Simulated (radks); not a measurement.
The gallium ion Ga11+ is in [Ar] 3d2. All-electron calculation, scalar-relativistic Kohn-Sham, PBE, spin-polarised, spherical densities, finite nucleus; Fermi nuclear charge, rms radius of each element as measured or else 0.836 A^(1/3) + 0.57 fm. Program: a radial shooting solver on a logarithmic mesh with Libxc functionals. Open shells are filled with parallel spins first. One electron is removed from 3p, 3d, 2p, 3s in turn, with full relaxation. Which removal costs least, and what does each cost?

Answer. 3d 318.43 eV; 3p 393.00 eV; 3s 444.05 eV; 2p 1469.1 eV. The 3d electron leaves first.
